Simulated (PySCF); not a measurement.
**How methods differ on the ionisation energy of Nb**

Nb [Kr] 4d4 5s1 [4d3/2^4 5s1/2^1, M_J = 1/2] → Nb⁺ [Kr] 4d4 [4d3/2^4, M_J = 0], as a difference of total energies. Calculation: PySCF 2.14, in x2c-TZVPall-2c with one added diffuse shell each of s, p, d type (9s10p8d1f, 86 functions); the two-component X2C-1e Hamiltonian. Correlated levels: [Ar] 3d10 frozen; the 6 highest virtual spinors dropped. "Screened" scales the spin-orbit matrix elements by Boettger's factors to mimic the two-electron term; Breit and QED terms are absent.

| method | ionisation energy (eV) |
| --- | --- |
| GHF (spin-free) | 5.997 |
| GMP2 (spin-free) | 6.694 |
| GHF (screened spin-orbit) | 5.991 |
| GMP2 (screened spin-orbit) | 6.688 |

Problem. How much does correlation contribute at GMP2 (screened spin-orbit)?

Solution. 6.688 − (5.991) = 0.697 eV, measured against GHF (screened spin-orbit).

The spin-free rows relax to the high-spin LS determinant and lack the spin-orbit shift.

Errors of the correlated levels include the incompleteness of this basis and the frozen core.

The labels give the starting determinants; with spin-orbit coupling the two ends relaxed to ⟨J²⟩ = 4.62, ⟨L²⟩ = 6.01, ⟨S²⟩ = 8.75 and ⟨J²⟩ = 3.85, ⟨L²⟩ = 6.04, ⟨S²⟩ = 6.00.

The determinant of Nb and of Nb⁺ mixes levels of different J (the jj label is only the starting occupation), so the difference between spin-free and spin-orbit rows is not the physical spin-orbit shift.

For comparison: 6.759 eV (measured; NIST Atomic Spectra Database, ionization energies).
